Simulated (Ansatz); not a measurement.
Frontier orbitals of C4H4F4 (`F[C@@H]1C[C@@H](F)C1(F)F`).

Cartesian coordinates in Å:
```
F 0.6845 1.3317 1.4384
C 0.8751 0.2633 0.6035
C 0.4379 0.5722 -0.8376
C -0.9432 -0.0179 -0.5189
F -1.5284 -0.8008 -1.4621
C -0.3047 -0.7281 0.6823
F 0.1109 -1.9719 0.3663
F -0.9985 -0.7887 1.8230
H 1.8667 -0.1580 0.7714
H 0.9724 -0.0544 -1.5526
H 0.4842 1.6169 -1.1373
H -1.6570 0.7357 -0.1765
```

Charge 0, multiplicity 1. Geometry: relaxed with PBE0-D4/def2-TZVP. Basis def2-TZVPP, Ansatz 0.2.0.

Orbital energies of one run (eV). Highest occupied ones, from the top: -7.36, -8.02, -8.32, -9.28, -9.77, -10.06, -10.19, -10.45, -10.74, -11.48, -11.60, -12.56, -12.98, -13.39. Empty: -0.57, 0.70, 1.19, 1.46, 1.68, 1.98.

Task: Which functional gave them?
A. LC-ωPBE
B. CAM-B3LYP
C. PBE0
D. PBE

Result: D. HOMO energies: PBE -7.36, LC-ωPBE -11.82, CAM-B3LYP -10.58, PBE0 -9.04 eV.

LC-ωPBE has ω = 0.4 bohr⁻¹.
